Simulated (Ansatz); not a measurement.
Frontier orbitals of C2H12Ga2OSiSn, SMILES `CO[CH2][SnH2][SiH2][GaH][GaH2]`.

Cartesian coordinates in Å:
```
C -1.1553 1.5727 -0.4698
O -1.2815 0.4440 0.3715
C -1.4517 -0.7917 -0.3285
Sn 0.2551 -1.4113 -1.5768
Si 2.3629 -0.2786 -0.6457
Ga 1.9433 -0.0954 1.7457
Ga -0.3993 0.4564 2.3174
H -0.2408 1.5113 -1.0717
H -1.1121 2.4512 0.1716
H -2.0226 1.6393 -1.1328
H -1.6149 -1.5466 0.4404
H -2.3598 -0.7210 -0.9354
H 0.2583 -3.1187 -1.4487
H -0.1386 -1.0218 -3.1995
H 3.5651 -0.9678 -1.1971
H 2.3154 1.0807 -1.2717
H 3.1607 -0.4336 2.6954
H -0.7934 1.9491 2.6498
H -1.2909 -0.7183 2.8860
```

Charge 0, multiplicity 1. Correlated methods include outer-core shells of Ga, Sn, which these sets cover unevenly. Scalar relativity is left out up to krypton. Sn takes the def2 core potential. Geometry: relaxed with PBE0-D4/def2-TZVP. It is one conformer, not always the lowest. Basis def2-TZVPP, Ansatz.

```json
{"functional": "PBE", "HOMO (eV)": "-5.37", "LUMO (eV)": "-2.82", "gap (eV)": "2.55"}
{"functional": "revPBE", "HOMO (eV)": "-5.31", "LUMO (eV)": "-2.71", "gap (eV)": "2.60"}
{"functional": "r2SCAN", "HOMO (eV)": "-5.58", "LUMO (eV)": "-2.69", "gap (eV)": "2.89"}
{"functional": "PBE0", "HOMO (eV)": "-6.30", "LUMO (eV)": "-2.09", "gap (eV)": "4.21"}
{"functional": "r2SCAN0", "HOMO (eV)": "-6.45", "LUMO (eV)": "-2.04", "gap (eV)": "4.41"}
{"functional": "BHLYP", "HOMO (eV)": "-7.12", "LUMO (eV)": "-1.32", "gap (eV)": "5.80"}
{"functional": "CAM-B3LYP", "HOMO (eV)": "-7.45", "LUMO (eV)": "-1.15", "gap (eV)": "6.30"}
{"functional": "ωB97M-V", "HOMO (eV)": "-8.23", "LUMO (eV)": "-0.43", "gap (eV)": "7.80"}
```

Against PBE, PBE0 changes HOMO and LUMO by −0.94 and +0.73 eV, ωB97M-V by −2.86 and +2.39 eV. A gap of 2.55 eV thus becomes 7.80 eV for the same molecule, so an orbital gap means little without its functional.
